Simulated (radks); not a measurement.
The silicon ion Si3+, 11 electrons, occupied as [He] 2s1 2p6 3s1 4f1 (not the ground configuration).

Method: Dirac Kohn-Sham, XLYP, spin-unpolarised, spherical densities, point nucleus; open shells fill j = l - 1/2 first; computed with a radial shooting solver on a logarithmic mesh with Libxc functionals.

Energy parts (hartree):
part                      energy
total                 -281.40229
kinetic                282.28389
electron-nucleus      -649.23320
Hartree                104.44395
exchange-correlation   -18.89692

Orbitals (lengths in bohr, moments of r in powers of bohr; <r^-3> diverges for s and p1/2):
orbital  occ.  eigenvalue (hartree)      <r^4>     <r>   <r^-3>   <1/r>  small-component weight
1s1/2       2             -68.49025  0.0007166  0.1112        -   13.65                2.46e-03
2s1/2       1              -7.49928     0.2371  0.5520        -   2.656                3.69e-04
2p1/2       2              -5.94298     0.2276  0.5113        -   2.561                3.50e-04
2p3/2       4              -5.91706     0.2306  0.5132    51.89   2.548                3.48e-04
3s1/2       1              -1.82594      15.64   1.673        -  0.8355                7.98e-05
4f5/2       1              -0.42588      652.3   4.301  0.03001  0.2649                1.50e-05
4f7/2       0              -0.42587      652.4   4.301  0.03000  0.2649                1.50e-05

The highest occupied level is 4f5/2 at -11.589 eV. Summed over all electrons, <r^2> = 26.31 bohr^2, which gives a Langevin (diamagnetic) susceptibility term of -20.8 x 10^-6 cm^3/mol.
